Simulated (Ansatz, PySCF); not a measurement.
Ways to break one bond of [SiH3][SiH2]Cl:

A. [SiH3][SiH2]Cl -> [SiH3] (SiH3) + [SiH2]Cl
B. [SiH3][SiH2]Cl -> [SiH2][SiH3] + Cl atom
C. [SiH3][SiH2]Cl -> [SiH2][SiH2]Cl + H atom

Quantity: bond dissociation energy (enthalpy at 298 K, with B3LYP-D3(BJ) rigid-rotor harmonic-oscillator terms from PySCF), kcal/mol. Geometries: B3LYP-D3(BJ)/def2-TZVP minima from Ansatz (an electronic-structure program), one conformer each, not searched for the lowest. Correlated levels leave the core frozen unless marked. Open shells are spin-unrestricted. Spin-orbit coupling is left out. No relativistic terms. CBS marks a two-point X^-3 extrapolation of the correlation energy; Hartree-Fock from the larger set. The bracket is a focal-point correction in the basis named.

```tsv
	HF/6-31G* (Ansatz)	RI-HF/aug-cc-pV(T+d)Z (Ansatz)	CAM-B3LYP-D4/def2-TZVPD (Ansatz + dftd4)	RI-MP2/CBS(cc-pV(T+d)Z,cc-pV(Q+d)Z)+[CCSD(T)-MP2]/cc-pV(T+d)Z (Ansatz)
A	55.8	54.2	73.2	77.1
B	76.1	79.1	102.9	107.1
C	68.6	68.9	88.5	89.7
```
